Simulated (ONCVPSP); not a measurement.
# phosphorus: variants of one ONCV potential

Base potential:

phosphorus (P), optimised norm-conserving Vanderbilt (ONCV), made with ONCVPSP 4.0.1 (LDA (Perdew-Zunger), scalar-relativistic). Core [He], reference 2s2 2p6 3s2 3p2 (charge +1). Waves: 2s+3s: rc 0.85 bohr, ncon 5, nbas 9, qcut 14.2 1/bohr, 3 projectors, debl 1.1 Ha; 2p+3p: rc 0.90 bohr, ncon 3, nbas 7, qcut 13.2 1/bohr, 2 projectors. Local part: polynomial inside 0.70 bohr (lpopt 5, dvloc0 4 Ha). Core correction: none.

All-electron outer shells of the reference configuration (LDA (Perdew-Zunger), scalar-relativistic, ld1.x):

```tsv
shell	level (eV)	outermost node (bohr)	outermost maximum (bohr)
1s	-2086.92	–	0.07
2s	-183.77	0.14	0.42
2p	-135.16	–	0.35
3s	-23.33	0.65	1.54
3p	-14.31	0.64	1.74
```

Cutoffs, loose and tight: the cutoffs (Ha) at which the residual kinetic energy of the hardest occupied pseudo-wave falls to 1 and 0.1 mHa per electron. They do not see the model core or the augmentation charge, which bear on the density cutoff. Test errors are all-electron minus pseudo excitation energies from the reference, over the configurations 2s2 2p6 3s2 3p3; 2s2 2p6 3s2 3p1; 2s2 2p6 3s2 3p0; 2s2 2p6 3s1 3p3. A dash means not determined; rows that change the core or the reference have their own tests.

A true bound ghost makes a file unfit for plane-wave use even where its test errors are small: the radial tests pick states by their node count and pass the ghost by.

```csv
change,outcome,"cutoff, loose","cutoff, tight",bound ghosts,GHOST(+) flags above zero,largest test error (meV)
base,generated,79 Ha,119 Ha,none,none,+7.2
"s: rc 0.6; local potential polynomial inside 0.60 bohr (lpopt 5, dvloc0 4 Ha)",generated,329 Ha,610 Ha,s,s,+6.7
"local potential polynomial inside 0.85 bohr (lpopt 5, dvloc0 -1 Ha)",generated,79 Ha,119 Ha,none,none,+7.2
"local potential polynomial inside 0.70 bohr (lpopt 5, dvloc0 7 Ha)",generated,79 Ha,119 Ha,none,s,+7.2
"s: ncon 4, nbas 8",generated,79 Ha,119 Ha,none,none,+7.4
s: qcut 13.4,generated,79 Ha,119 Ha,none,s,+7.3
reference 2s2 2p6 3s2 3p2.5,generated,79 Ha,119 Ha,none,none,+9.7
```

**Question.** What comes out with this change to the base: functional PBE?

**Answer.** outcome: generated; cutoff, loose: 79 Ha; cutoff, tight: 130 Ha; bound ghosts: none; GHOST(+) flags above zero: s; largest test error (meV): +7.2.

**Question.** What comes out with this change to the base: p: qcut 19.5?

**Answer.** outcome: generated; cutoff, loose: 122 Ha; cutoff, tight: 141 Ha; bound ghosts: none; GHOST(+) flags above zero: none; largest test error (meV): +5.3.
